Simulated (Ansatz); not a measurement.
A series at Si: from `O[SiH2]O[SiH](O)O`, ligands are replaced one by one, each step taking up H–F and setting free H₂O; n counts the steps. Ansatz, PBE0-D4/def2-TZVP geometries. Each molecule was computed in one conformer, which needn't be the lowest.

CBS adds triple-zeta CCSD(T) − MP2 to the MP2 limit, frozen cores; atoms without spin–orbit coupling. 

```tsv
n	molecule	atomization energy, CCSD(T)/CBS (kJ/mol)
0	`O[SiH2]O[SiH](O)O`	?
1	`O[SiH](O)O[SiH2]F`	4427.7
2	`O[SiH](F)O[SiH2]F`	4087.9
3	`F[SiH2]O[SiH](F)F`	3745.1
```

Question: By hand: fit a straight line y = ȳ + b (n − n̄) to the 3 given rows and predict n = 0.

Answer: n̄ = 2.000, ȳ = 4086.90; Σ(n − n̄)(y − ȳ) = -682.60, Σ(n − n̄)² = 2.000, so b = -341.30 kJ/mol a step. Prediction: 4086.90 + (-341.30) × (-2.000) = 4769.5 kJ/mol.

Question: By hand: compare with the computed value, 4771.7 kJ/mol, and give the steps along the whole series.

Answer: The line misses by 2.2 kJ/mol (computed minus predicted). Steps: -344.0, -339.8, -342.8 kJ/mol.

The steps differ by at most 4.2 kJ/mol, 1.2 % of a mean step, so the ligands' effects nearly add and a line is close. The miss is 0.2 % of the series' range. The energies themselves are unsure by some kJ/mol a bond, though much of that is common to the series.
